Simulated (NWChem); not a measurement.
# C$_{2}$H$_{9}$NSi; SMILES C[SiH2]NC

```xyz
13

Si    -0.6191    -0.6367     0.1353
C      0.9243    -1.6702    -0.1313
N     -0.3834     1.0017    -0.3876
C      0.5725     1.9219     0.1779
H     -1.7602    -1.1525    -0.6831
H     -1.0026    -0.7667     1.5861
H      1.7666    -1.3026     0.4758
H      1.2304    -1.6541    -1.1883
H      0.7378    -2.7151     0.1637
H     -1.1848     1.4574    -0.8092
H      0.2045     2.4730     1.0665
H      1.4801     1.3816     0.4918
H      0.8989     2.6713    -0.5635
```
Atoms are numbered in this order, from 1.

Program: NWChem. Structure relaxed at the PBE0/def2-SVP level. Hybrids' shares of exact exchange are those that their runs print; pure functionals count as 0. The functionals differ in more than this share.

```
row                     share of exact exchange  orbital gap (eV)
----------------------  -----------------------  ----------------
PBE/def2-TZVP                              0.00              5.29
TPSSh/def2-TZVP                            0.10          withheld
B3LYP/def2-TZVP                            0.20              6.99
PBE0/def2-TZVP                             0.25              7.49
PW6B95/def2-TZVP                           0.28              7.57
Hartree-Fock/def2-TZVP                     1.00             13.59
```

Problem. Fit a straight line of the last column on the one before it, predict the withheld value, and compare with the run.

Solution. 
1. Means of the 5 shown rows: x = 0.346, y = 8.186. Slope Σ(x − x̄)(y − ȳ)/Σ(x − x̄)² = 4.818/0.5823 = 8.274; intercept 5.323.
2. The shown rows scatter about the line by 0.056 (root mean square); the largest residual is +0.10, at PBE0/def2-TZVP.
3. At x = 0.10 (TPSSh/def2-TZVP; inside the shown range) the line gives 6.15.
4. The run gives 6.49, +0.34 from the line, 6.0 times the scatter.
